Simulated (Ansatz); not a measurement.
This geometry of CH5BO + ClH (10 atoms, charge 0, multiplicity 1) is a first-order saddle point.

The calculation used Ansatz 0.2.0, RKS CAM-B3LYP-D4/def2-SVP.

```xyz
10
Properties=species:S:1:pos:R:3
B 0.028 0.112 0.063
O 0.115 -0.023 1.551
H -0.708 -0.370 1.922
C 1.385 0.002 -0.692
H 1.632 -1.070 -0.798
H 1.327 0.423 -1.706
H 2.213 0.485 -0.153
H -1.035 -0.219 -0.395
Cl -0.250 2.347 0.533
H 0.008 1.197 1.537
```

Task: Which two structures does it join? (They come from a converged band through this point; their orientation in space is the band's.)

Result: Bonds broken: Cl9–H10. Bonds formed: B1–Cl9, O2–H10. CH5BO + ClH becomes CH6BClO.

First end point:

```xyz
10
Properties=species:S:1:pos:R:3
B -0.036 -0.512 -0.015
O -0.494 0.183 1.064
H -1.272 -0.203 1.485
C 1.216 0.001 -0.786
H 1.999 -0.776 -0.779
H 0.964 0.157 -1.848
H 1.632 0.931 -0.375
H -0.635 -1.518 -0.332
Cl 1.018 2.851 1.833
H 0.323 1.772 1.618
```

Last end point:

```xyz
10
Properties=species:S:1:pos:R:3
B -0.008 0.441 -0.032
O 0.109 -0.037 1.591
H -0.750 -0.401 1.855
C 1.360 0.053 -0.717
H 1.534 -1.035 -0.693
H 1.339 0.355 -1.776
H 2.226 0.552 -0.253
H -1.024 -0.123 -0.380
Cl -0.279 2.269 0.206
H 0.210 0.811 2.063
```

Task: How far does it lie above each of them?

Result: 0.94 eV above the first and 0.63 eV above the second. This is the barrier of this one path; another mechanism may lie lower. The orbitals stay closed-shell, which can raise the energy where a bond breaks towards radicals; this wasn't checked here.

Time of the run: 2.3 min on 4 threads of Arm Neoverse V2, on a shared host, peak memory 0.2 GiB.
